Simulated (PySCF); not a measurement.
A structure optimised at B3LYP-D3(BJ)/def2-SVP, used in a PySCF frequency run:

```
C
C 1 1.3362
O 1 1.3538 2 122.92
H 2 1.0902 1 119.82 3 180.00
H 2 1.0922 4 119.11 1 -180.00
H 1 1.0991 2 121.60 4 0.00
C 3 1.4100 1 116.33 6 0.00
H 7 1.0984 3 107.23 1 -180.00
H 7 1.1060 8 108.65 3 -120.98
H 7 1.1060 8 108.65 9 -118.05
```

Question: Write its SMILES, formula and point group.

Answer: C=COC, C3H6O, Cs

Question: What are its rotational constants (standard atomic weights)?

Answer: 40.471, 4.4874, 4.1474 GHz
